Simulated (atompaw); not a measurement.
**Plane-wave convergence, PAW (atompaw) potential for F (Z = 9)**

fluorine, PAW, made with atompaw 4.2.0.5 (PBEsol, scalar-relativistic). Core [He], reference 2s2 2p5. Waves: 2s (bound): rc 0.50 bohr; 2s channel at -1.8 Ry: rc 0.50 bohr; 2p (bound): rc 0.80 bohr; 2p channel at -0.45 Ry: rc 0.80 bohr; 3d channel at 7.17 Ry: rc 0.90 bohr; 3d channel at 1.75 Ry: rc 0.90 bohr. Local part: troulliermartins scheme with l = 3 at -0.5 Ry, radius 0.65 bohr. Core correction: smooth core density matched at 0.80 bohr. Augmentation charge: besselshape compensation charge, radius 0.85 bohr; PAW radius 0.90 bohr; waves and projectors: custom polynom vanderbiltortho.

The pseudo-atom Hamiltonian at the reference potential is diagonalised in spherical Bessel functions j_l(qr) that vanish at 20 bohr, with q² up to the cutoff. All-electron valence levels (Ry): 2s -2.1844, 2p -0.8123.

How do the lowest levels (Ry) of each channel move with the cutoff, and are there ghosts?

```tsv
cutoff (Ry)	s #1	s #2	s #3	p #1	d #1	d #2	f #1	f #2	Σ f·Δε (mRy)
8	-3.2863	-0.0207	0.0603	-0.0058	0.0804	0.1930	0.1210	0.2652	6236.5
21	-4.9400	-0.0658	0.0469	-0.2394	0.0804	0.1930	0.1210	0.2652	7101.4
50	-8.5769	-0.3677	0.0264	-0.6960	0.0804	0.1930	0.1210	0.2652	4214.8
90	-24.1795	-1.7681	0.0006	-0.8084	0.0804	0.1930	0.1210	0.2652	852.4
180	-42.9809	-2.1787	-0.0057	-0.8122	0.0804	0.1930	0.1210	0.2652	12.0
350	-45.8599	-2.1841	-0.0058	-0.8123	0.0804	0.1930	0.1210	0.2652	0.4
400	-45.9000	-2.1843	-0.0058	-0.8123	0.0804	0.1930	0.1210	0.2652	0.0
```

Result: ghost state, extra bound levels that the all-electron valence spectrum of the same l lacks: s at -624.5 eV (a true bound ghost makes a file unfit for plane-wave use); 10 mRy is reached at 200 Ry and 1 mRy at 260 Ry.
